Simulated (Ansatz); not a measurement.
The Cd1–H2 bond of BrCdH (SMILES [Br][CdH]) is stretched (multiplicity 1, the rest rigid).
Geometry at rest (charge 0, multiplicity 1):
| atom | x (Å) | y (Å) | z (Å) |
|---|---|---|---|
| Cd | 0.0000 | 0.0000 | -0.9978 |
| H | 0.0000 | 0.0000 | -2.6564 |
| Br | 0.0000 | 0.0000 | 1.4443 |

Cores are frozen in the correlated methods. Filled d and f shells under p-block atoms count as core.

Programs: Ansatz (a first-principles code) with Gaussian orbitals. Each number belongs to the level named beside it. In def2 rows elements past Kr take small-core potentials, without spin–orbit coupling.

FIC-MRCISD+Q on CASSCF(2,2)/def2-TZVPP, total energies (hartree):

```json
[
 {"R (Å)": "1.659", "CASSCF": "-2739.928555", "MRCISD": "-2740.449929", "weight c² of the reference": "0.89554"},
 {"R (Å)": "2.903", "CASSCF": "-2739.858813", "MRCISD": "-2740.366353", "weight c² of the reference": "0.89771"},
 {"R (Å)": "5.308", "CASSCF": "-2739.831955", "MRCISD": "-2740.339614", "weight c² of the reference": "0.89802"}
]
```

Task: Add the Davidson correction (E_MRCISD − E_CASSCF)(1 − c²)/c² and give the energies above the first point at the three levels.

Result: 
Corrections (hartree): -0.060815, -0.057834, -0.057651. Above the first point (kcal/mol):
- R = 2.903 Å: CASSCF 43.8, MRCISD 52.4, with the correction 54.3
- R = 5.308 Å: CASSCF 60.6, MRCISD 69.2, with the correction 71.2
